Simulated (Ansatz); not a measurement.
Harmonic frequencies (cm⁻¹) at PBE0-D4/def2-TZVP from Ansatz: 27, 66, 87, 217, 425, 529, 553, 654, 721, 737, 783, 855, 951, 957, 982, 1032, 2185, 2208, 2213, 2234, 2242.

Each molecule was computed in one conformer, which needn't be the lowest.

Q: Which molecule is it?
A. `Cl[SiH2][O][GeH3]`
B. `[SiH3][O][GeH2][Cl]`
C. `C[O][GeH3]`
D. `[CH3][Ge]([CH3])([F])[F]`

A: B.
